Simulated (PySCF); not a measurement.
TDDFT excited states: C12H8S2

Thianthrene, C12H8S2.
Z-matrix (Å and degrees, PBE0-D3(BJ)/def2-SVP geometry), rows numbered from 1:
```
C 
C   1  1.3945
C   2  1.3924  1  120.05
C   3  1.3975  2  120.17  1     1.86
C   4  1.4023  3  119.75  2    -1.86
C   1  1.3924  2  120.05  3     0.04
S   5  1.7688  4  120.90  3   177.58
C   7  1.7686  5  100.94  4    43.51
C   8  1.3974  7  119.28  5   138.92
C   9  1.3925  8  120.17  7   175.71
C  10  1.3945  9  120.04  8     1.92
C  11  1.3924 10  120.06  9    -0.03
C  12  1.3975 11  120.17 10    -1.87
S  13  1.7684  8  120.90  7     0.01
H   1  1.0922  2  120.26  3   179.16
H   2  1.0922  1  120.26  3  -179.15
H   3  1.0923  2  120.66  1  -178.52
H   6  1.0924  1  120.66  2   178.51
H   9  1.0924  8  119.17  7    -3.87
H  10  1.0922  9  119.69  8  -178.94
H  11  1.0922 10  120.26  9   179.12
H  12  1.0923 11  120.65 10   178.52
```

Computed, not measured: TDDFT CAM-B3LYP/def2-SVPD, vertical, gas phase, core orbitals frozen in the response (PySCF).

```json
{"state": "S1", "λ (nm)": "278.7", "E (eV)": "4.45", "f": "0.0000", "symmetry": "–", "main configurations (H = HOMO, L = LUMO)": "H→L (92%)"}
{"state": "S2", "λ (nm)": "261.0", "E (eV)": "4.75", "f": "0.0044", "symmetry": "A1", "main configurations (H = HOMO, L = LUMO)": "H→L+1 (78%)"}
{"state": "S3", "λ (nm)": "253.9", "E (eV)": "4.88", "f": "0.0000", "symmetry": "–", "main configurations (H = HOMO, L = LUMO)": "H→L+3 (47%), H-1→L (34%), H-2→L+1 (9%)"}
{"state": "S4", "λ (nm)": "239.3", "E (eV)": "5.18", "f": "0.051", "symmetry": "B1 or B2", "main configurations (H = HOMO, L = LUMO)": "H→L+2 (79%), H-1→L+1 (16%)"}
{"state": "S5", "λ (nm)": "238.2", "E (eV)": "5.21", "f": "0.299", "symmetry": "B1 or B2", "main configurations (H = HOMO, L = LUMO)": "H-1→L (29%), H→L+3 (26%), H→L+4 (25%)"}
{"state": "S6", "λ (nm)": "221.1", "E (eV)": "5.61", "f": "0.054", "symmetry": "A1", "main configurations (H = HOMO, L = LUMO)": "H-1→L+2 (64%), H→L+1 (15%)"}
{"state": "S7", "λ (nm)": "220.3", "E (eV)": "5.63", "f": "0.070", "symmetry": "B1 or B2", "main configurations (H = HOMO, L = LUMO)": "H-1→L+1 (76%), H→L+2 (16%)"}
{"state": "S8", "λ (nm)": "219.5", "E (eV)": "5.65", "f": "0.248", "symmetry": "B1 or B2", "main configurations (H = HOMO, L = LUMO)": "H→L+4 (46%), H-1→L (24%), H→L+3 (14%)"}
{"state": "S9", "λ (nm)": "210.2", "E (eV)": "5.90", "f": "0.0000", "symmetry": "–", "main configurations (H = HOMO, L = LUMO)": "H-1→L+3 (82%)"}
{"state": "S10", "λ (nm)": "208.9", "E (eV)": "5.93", "f": "0.0000", "symmetry": "–", "main configurations (H = HOMO, L = LUMO)": "H-1→L+4 (48%), H→L+8 (14%), H→L+13 (9%)"}
```

Triplets (Tamm–Dancoff): T1 3.66 eV, H→L (61%), H-2→L+2 (14%), H-1→L+3 (9%); T2 3.75 eV, H→L+2 (45%), H-2→L (20%), H-1→L+1 (15%); T3 4.24 eV, H→L+1 (74%), H-2→L+3 (14%); T4 4.35 eV, H→L+3 (47%), H-1→L (26%), H-2→L+1 (15%).

The lowest singlet lies at 4.45 eV (279 nm, ultraviolet) and is dark (f under 0.0005); its leading configuration is HOMO→LUMO (92%). The strongest level in the table is S5 at 5.21 eV (238 nm, f = 0.299). Löwdin shares by element: HOMO sulfur 44%, carbon 16% or more (atoms not listed hold the other 40%); LUMO carbon 40% or more (atoms not listed hold the other 60%). Of the 10 states listed, 5 reach f = 0.01 and 4 stay under 0.0005. The listed states span 1.49 eV, and the widest gap between neighbours is 0.40 eV (S5 to S6). Weighted by f, the mean energy of these states is 5.42 eV. Symmetry labels in C2v follow from the direction of the transition dipole and are given only for states with f of 0.002 or more; B1 and B2 swap with the choice of axes. Only the lowest 10 singlets were computed, as vertical energies without vibronic structure.

One conformer stands for the species.
